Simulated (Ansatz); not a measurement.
Energy needed to pull apart InHClF (SMILES [F][InH][Cl]), singlet, into free ground-state atoms, from the structure below (displaced at random from its PBE0-D4/def2-TZVP minimum); no zero-point or spin–orbit terms; open-shell atoms are treated unrestricted, in their ground-state multiplicity.

```
4
angstrom
F -1.6093 -0.2300 1.0735
In 0.0255 -0.0687 -0.1842
Cl 1.7891 -1.2581 0.5237
H -0.1740 1.2061 -1.6087
```

Program: Ansatz 0.2.0. Basis: def2-TZVPP. Cores are frozen in the correlated methods. Filled d shells of the heavier atoms are correlated. Core potentials replace the inner electrons of the atoms past krypton. The def2 sets are not built for correlating such inner shells, so the correlated values are less sure here.

```tsv
method	atomization energy (eV)
PBE-D4	10.17
r2SCAN-D4	?
PBE0-D4	?
wB97M-V	10.01
HF	6.78
MP2	9.94
CCSD	9.42
CCSD(T)	9.68
```

(1) What does r2SCAN-D4 give? (An estimate is asked for; the value comes from the calculation.)

(2) What does PBE0-D4 give? (Judge from chemistry; the value comes from the calculation.)

No T1 diagnostic of these runs exceeds 0.017.

Results:

(1) Computed: 10.07 eV, which is about 0.39 eV more than CCSD(T)/def2-TZVPP.

(2) Computed: 9.79 eV, which is about 0.11 eV more than CCSD(T)/def2-TZVPP.

In triple zeta the MP2 and coupled-cluster atomization energies are still short of their basis limit by a few kcal/mol a bond, whereas those of the functionals are nearly converged, so these differences are not deviations from converged CCSD(T).

For scale, one of the runs: CCSD(T)/def2-TZVPP forces, 137 basis functions, launched by `ansatz run in.yaml --threads 2 --pin off --events-out ev --progress --plain --max-ram 4352MiB`. Time: 120 s of wall clock on 2 CPU threads of an Arm Neoverse V2; the host was shared. Peak host memory: 1.4 GiB.
